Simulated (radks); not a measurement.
Ne4+, configuration [He] 2p2 3d2 (not the ground configuration). Method: Dirac Kohn-Sham, LDA (Slater exchange, Perdew-Wang correlation), spin-unpolarised, spherical densities, finite nucleus; open shells fill j = l - 1/2 first; Fermi nuclear charge, rms radius 3.0055 fm; computed with a radial shooting solver on a logarithmic mesh with Libxc functionals.

Normalised radial functions P(r) = r R(r) (large component), r in bohr:

r	1s1/2	2p1/2	3d5/2
0.006275	0.3604	0.0017	0.0000
0.007851	0.4436	0.0026	0.0000
0.009822	0.5438	0.0040	0.0000
0.01239	0.6680	0.0063	0.0000
0.0155	0.8098	0.0096	0.0000
0.01939	0.9740	0.0147	0.0001
0.02426	1.1602	0.0224	0.0001
0.03035	1.3655	0.0339	0.0002
0.03796	1.5832	0.0509	0.0004
0.0475	1.8014	0.0759	0.0007
0.05942	2.0027	0.1119	0.0014
0.07494	2.1677	0.1651	0.0026
0.09375	2.2558	0.2363	0.0049
0.1173	2.2449	0.3314	0.0089
0.1467	2.1139	0.4536	0.0159
0.1836	1.8590	0.6024	0.0281
0.2297	1.5021	0.7713	0.0485
0.2873	1.0930	0.9446	0.0816
0.3595	0.6986	1.0959	0.1327
0.4533	0.3707	1.1920	0.2108
0.5672	0.1639	1.1896	0.3141
0.7096	0.0564	1.0735	0.4419
0.8877	0.0142	0.8563	0.5806
1.111	0.0024	0.5874	0.7027
1.389	0.0003	0.3351	0.7707
1.738	0.0000	0.1524	0.7491
2.175	0.0000	0.0523	0.6260
2.743	0.0000	0.0119	0.4251
3.431	0.0000	0.0018	0.2291
4.293	0.0000	0.0002	0.0914
5.37	0.0000	0.0000	0.0251

1s1/2: eigenvalue -992.57 eV, 0 radial nodes, <r> = 0.158 bohr, 90 % of the charge inside 0.282 bohr. 2p1/2: eigenvalue -135.92 eV, 0 radial nodes, <r> = 0.654 bohr, 90 % of the charge inside 1.07 bohr. 3d5/2 (empty): eigenvalue -38.215 eV, 0 radial nodes, <r> = 1.77 bohr, 90 % of the charge inside 2.73 bohr.
